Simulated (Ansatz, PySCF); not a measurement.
Gas-phase reaction in SMILES: [SbH2] (SbH2) -> [SbH2] (SbH2) as singlet, charge -1 (an electron is taken up)
Each molecule is optimised on its own at B3LYP-D3(BJ)/def2-TZVP (Ansatz, a quantum-chemistry and plane-wave program).
Geometry of the first species:
```xyz
3

Sb    -0.0160    -0.0195     0.0381
H     -0.5332     1.2693    -0.9731
H      1.3506    -0.2759    -0.9706
```
Charge 0, spin multiplicity 2.

Quantity: adiabatic electron affinity (0 K, with B3LYP-D3(BJ) harmonic zero-point energies from PySCF), positive where the reaction releases energy, in eV. Valence correlation only, unless marked. Open shells are spin-unrestricted. No spin-orbit coupling. The frozen core is the preceding noble-gas configuration, with the filled d and f shells of earlier blocks. Past Kr the def2 sets carry scalar-relativistic core potentials. Anions need diffuse functions: def2-D sets add few; the other sets have none. CBS marks a two-point X^-3 extrapolation of the correlation energy; Hartree-Fock from the larger set.

```csv
level,program,adiabatic electron affinity (eV)
HF/def2-TZVPPD,Ansatz,0.31
revPBE-D3(BJ)/def2-TZVPD,Ansatz + dftd3,1.14
BP86-D4/def2-TZVPD,PySCF + dftd4,1.40
M06-L-D4/def2-TZVPD,PySCF + dftd4,1.15
r2SCAN/def2-TZVPD,Ansatz,1.18
B3LYP-D3(BJ)/def2-TZVPD,Ansatz + dftd3,1.29
PBE0-D3(BJ)/def2-TZVP,Ansatz + dftd3,1.19
PBE0/def2-QZVPP,Ansatz,1.24
HSE06/def2-TZVPD,Ansatz,1.20
LC-wPBE-D3(BJ)/def2-TZVPD,Ansatz + dftd3,1.20
LC-wPBE-D4/def2-TZVPD,Ansatz + dftd4,1.22
wB97M-V/def2-TZVPD,Ansatz,1.23
B2PLYP-D3(BJ)/def2-TZVPD,Ansatz + dftd3,1.19
MP2/def2-SVPD,Ansatz,0.77
MP2/def2-TZVPPD,Ansatz,1.12
MP2/def2-QZVPP,Ansatz,1.22
CCSD/def2-TZVPP,Ansatz,1.06
CCSD/def2-QZVPP,Ansatz,1.20
"CCSD/CBS(def2-TZVPPD,def2-QZVPPD)",Ansatz,1.26
CCSD(T)/def2-TZVPP,Ansatz,1.10
"CCSD(T)/CBS(def2-TZVPPD,def2-QZVPPD)",Ansatz,1.34
```
